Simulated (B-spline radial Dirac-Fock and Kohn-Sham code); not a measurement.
# Se 3p3/2: cross section and angular parameters

System: atomic selenium, configuration [Ar] 3d10 4s2 4p4; threshold 160.7 eV (tabulated edge). Level of theory: Dirac-Hartree-Slater photoionisation with a Latter tail; cross sections with all multipoles, angular parameters from the dipole term and its interference with E2; a radial atomic solver.

The run's input, task.json:

```json
{"items": [{
  "Z": 34,
  "q": 0,
  "cfg": [[1, 0, 2], [2, 0, 2], [2, 1, 6], [3, 0, 2], [3, 1, 6], [3, 2, 10], [4, 0, 2], [4, 1, 4]],
  "A": 80,
  "rrms": 4.14,
  "do": "xps",
  "hv": [60, 68.9, 80.4, 81.4, 89.5, 100, 138.0, 179.0, 180.0, 196.0, 200, 222.0, 375.0, 395.0, 400.0, 434.0, 918.0, 1030.0, 1170.0, 2984.4, 3940.0, 4910.0, 5730.0, 6000, 6060.0, 8047.8, 9230.0, 11800.0, 12000, 15000],
  "edges": {"K": 12658.0, "L1": 1652.0, "L2": 1474.3, "L3": 1433.9, "M1": 229.6, "M2": 166.5, "M3": 160.7}
}]}
```

Launch: `python xray2_run.py task.json out`

For linearly polarised light dσ/dΩ = σ/(4π) [1 + β P₂(cos θ) + (δ + γ cos²θ) sin θ cos φ], with θ from the polarisation vector and φ the angle between the beam and the projection of the electron momentum on the plane normal to the polarisation.

| hν (eV) | σ (kb) | β | γ | δ |
| --- | --- | --- | --- | --- |
| 179 | 375 | -0.821 | -0.144 | 0.059 |
| 180 | 377 | -0.793 | -0.150 | 0.061 |
| 196 | 410 | -0.322 | -0.141 | 0.084 |
| 200 | 418 | -0.213 | -0.120 | 0.084 |
| 222 | 458 | 0.287 | 0.013 | 0.074 |
| 375 | 398 | 1.328 | 0.138 | 0.009 |
| 395 | 380 | 1.370 | 0.117 | 0.007 |
| 400 | 375 | 1.379 | 0.112 | 0.006 |
| 434 | 345 | 1.434 | 0.080 | 0.004 |
| 918 | 109 | 1.627 | 0.004 | 0.003 |
| 1030 | 87.8 | 1.628 | 0.034 | 0.004 |
| 1170 | ? | ? | ? | ? |
| 2984.4 | 7.38 | 1.446 | 0.640 | 0.030 |
| 3940 | 3.47 | 1.354 | 0.848 | 0.046 |
| 4910 | 1.86 | 1.271 | 1.014 | 0.063 |
| 5730 | 1.19 | 1.208 | 1.129 | 0.078 |
| 6000 | 1.03 | 1.189 | 1.162 | 0.083 |
| 6060 | 1.00 | 1.185 | 1.170 | 0.084 |
| 8047.8 | 0.424 | 1.059 | 1.370 | 0.120 |
| 9230 | 0.276 | 0.995 | 1.462 | 0.142 |
| 11800 | 0.126 | 0.877 | 1.616 | 0.187 |
| 12000 | 0.119 | 0.869 | 1.625 | 0.191 |
| 15000 | 0.0570 | 0.760 | 1.745 | 0.242 |

Q: Give the values at 1170 eV.

A: σ = 67.9 kb, β = 1.624, γ = 0.078, δ = 0.006.

Values without a named source are computed, but for edge energies of neutral atoms, which are taken from tables.
